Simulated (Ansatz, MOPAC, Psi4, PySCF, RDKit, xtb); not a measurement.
Complex: C2H4 (SMILES C=C) (first 6 atoms) with C3H8 (SMILES CCC); geometry from B3LYP-D3(BJ)/def2-TZVP, rigid monomers moved along the line of their centres of mass till C1···H13 is 4.13 Å.
(charge 0, multiplicity 1):
| atom | x (Å) | y (Å) | z (Å) |
|---|---|---|---|
| C | 0.6473 | -0.3392 | 0.2789 |
| C | -0.5402 | 0.2366 | 0.1678 |
| H | 1.4945 | 0.1819 | 0.7076 |
| H | 0.8201 | -1.3562 | -0.0516 |
| H | -1.3892 | -0.2846 | -0.2576 |
| H | -0.7131 | 1.2534 | 0.4994 |
| C | -1.2101 | -0.4905 | 5.1503 |
| C | 0.3144 | -0.4380 | 5.1743 |
| C | 0.8554 | 0.9854 | 5.0752 |
| H | -1.5776 | -1.5149 | 5.2365 |
| H | -1.6365 | 0.0881 | 5.9739 |
| H | -1.5965 | -0.0758 | 4.2166 |
| H | 0.7077 | -1.0339 | 4.3463 |
| H | 0.6834 | -0.9050 | 6.0926 |
| H | 1.9471 | 1.0027 | 5.0829 |
| H | 0.5195 | 1.4660 | 4.1535 |
| H | 0.5066 | 1.5973 | 5.9110 |

Counterpoise-corrected where a basis set is named; no monomer relaxation. Rows marked so take none.

Frozen-core correlation. Rows in 3-21G carry no dispersion term and start afresh at each structure. The state reached by AM1 isn't checked.

Run with Ansatz (Gaussian orbitals); MOPAC for AM1 (differences of heats of formation); Psi4 for SAPT; PySCF for 3-21G rows, the dispersion terms; RDKit for the force fields; xtb for the GFN methods. Values without a source in brackets are computed.

```tsv
level	interaction energy (kcal/mol)
MMFF94	-0.41
AM1	0.04
GFN1-xTB	-0.49
GFN2-xTB	-0.50
B3LYP/3-21G (no counterpoise)	?
B3LYP-D4/def2-TZVPPD	-0.40
wB97X-V/def2-TZVPPD	-0.52
SCS-MP2/aug-cc-pVDZ	-0.40
SAPT0/jun-cc-pV(D+d)Z	-0.39
```

What belongs in the gaps?


- B3LYP/3-21G (no counterpoise), interaction energy (kcal/mol): -0.08

Ansatz is a program for electronic structure.
